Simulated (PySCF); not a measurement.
## How methods differ on the ionisation energy of F⁺

F⁺ [He] 2s2 2p4 (3P) → F²⁺ [He] 2s2 2p3 (4S), as a difference of total energies. Calculation: PySCF 2.14, in dyall-acv3z; scalar relativity by spin-free X2C-1e. Correlated levels: valence: 1s2 frozen; virtual orbitals above 40 to 60 times the deepest correlated orbital energy dropped. The calculations carry no spin-orbit coupling.

```csv
method,ionisation energy (eV),plus first-order spin-orbit estimate,error of that sum (eV)
UHF,33.377,33.397,-1.574
MP2 (valence),34.634,34.654,-0.317
SCS-MP2 (valence),34.744,34.764,-0.207
CCSD (valence),34.672,34.692,-0.279
CCSD(T) (valence),34.701,34.721,-0.250
```

Reference: 34.971 eV (measured; NIST Atomic Spectra Database, ionization energies).

A first-order spin-orbit estimate (lowest level to lowest level, LS coupling) adds 0.020 eV.

Errors of the correlated levels include the incompleteness of this basis and the frozen core.
